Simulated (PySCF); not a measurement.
Compound: C4H8F2Si.
SMILES with atom numbers: `[F:1][C@@H:2]1[CH2:3][CH2:4][C@H:5]([F:6])[SiH2:7]1` (hydrogens: H8 on C2; H9, H10 on C3; H11, H12 on C4; H13 on C5; H14, H15 on Si7)

The same species was optimised twice, with GFN2-xTB and with PBE0-D3(BJ)/def2-SVP (PySCF), and the same property calculations (PySCF, gas phase) were run on both structures.

```
   coordinate  GFN2-xTB  PBE0-D3(BJ)/def2-SVP  change
   C2–Si7 (Å)     1.929                 1.920  -0.009
    C5–F6 (Å)     1.387                 1.380  -0.007
    C2–C3 (Å)     1.528                 1.525  -0.003
   C5–Si7 (Å)     1.929                 1.927  -0.002
    C3–C4 (Å)     1.526                 1.529  +0.003
    C4–C5 (Å)     1.529                 1.528  -0.001
    F1–C2 (Å)     1.393                 1.393   0.000
C3–C2–Si7 (°)     105.6                 102.5    -3.1
C2–Si7–C5 (°)      91.9                  93.9    +2.0
F6–C5–Si7 (°)     112.6                 114.5    +1.9
C4–C5–Si7 (°)     105.1                 103.9    -1.2
 C4–C5–F6 (°)     110.4                 111.3    +0.9
 C3–C4–C5 (°)     107.7                 108.3    +0.6
 F1–C2–C3 (°)     109.1                 108.6    -0.5
F1–C2–Si7 (°)     108.9                 108.4    -0.5
```

Rotational constants: A = 3238, B = 1694, C = 1368 MHz (GFN2-xTB) against A = 3153, B = 1721, C = 1427 MHz (PBE0-D3(BJ)/def2-SVP). Point groups within 0.08 Å: C1 and C1.

On the GFN2-xTB structure: isotropic polarisability (au) 71.8 [CAM-B3LYP/def2-SVPD]; HOMO (eV) -9.35 [CAM-B3LYP/def2-SVPD]; LUMO (eV) 1.03 [CAM-B3LYP/def2-SVPD]; dipole (D) 2.68 [CAM-B3LYP/def2-SVPD]; HOMO (eV) -7.85 [PBE0/pcSseg-1]; LUMO (eV) 0.39 [PBE0/pcSseg-1]; dipole (D) 2.55 [PBE0/pcSseg-1]; GIAO shielding of F1/F6 (mean) (ppm) 416.4 [PBE0/pcSseg-1]; GIAO shielding of C2/C5 (mean) (ppm) 94.1 [PBE0/pcSseg-1]; GIAO shielding of C3/C4 (mean) (ppm) 151.2 [PBE0/pcSseg-1]; GIAO shielding of Si7 (ppm) 383.1 [PBE0/pcSseg-1].

What do these properties become on the PBE0-D3(BJ)/def2-SVP structure?

```csv
property,level,on GFN2-xTB,on PBE0-D3(BJ)/def2-SVP,change
isotropic polarisability (au),CAM-B3LYP/def2-SVPD,71.8,72.9,+1.1
HOMO (eV),CAM-B3LYP/def2-SVPD,-9.35,-9.40,-0.05
LUMO (eV),CAM-B3LYP/def2-SVPD,1.03,1.03,0.00
dipole (D),CAM-B3LYP/def2-SVPD,2.68,2.88,+0.20
"energy, GFN2-xTB geometry as zero (kcal/mol)",CAM-B3LYP/def2-SVPD,0.0,-0.8,-0.8
HOMO (eV),PBE0/pcSseg-1,-7.85,-7.91,-0.06
LUMO (eV),PBE0/pcSseg-1,0.39,0.45,+0.06
dipole (D),PBE0/pcSseg-1,2.55,2.74,+0.19
"energy, GFN2-xTB geometry as zero (kcal/mol)",PBE0/pcSseg-1,0.0,-1.3,-1.3
GIAO shielding of F1/F6 (mean) (ppm),PBE0/pcSseg-1,416.4,418.0,+1.6
GIAO shielding of C2/C5 (mean) (ppm),PBE0/pcSseg-1,94.1,96.6,+2.5
GIAO shielding of C3/C4 (mean) (ppm),PBE0/pcSseg-1,151.2,151.0,-0.2
GIAO shielding of Si7 (ppm),PBE0/pcSseg-1,383.1,381.8,-1.3
```

The heavy atoms differ by 0.086 Å rms after alignment. Among bonds between heavy atoms C2–Si7 changes most (-0.009 Å). Changes are differences of the printed values. Neither structure is proved a minimum here.
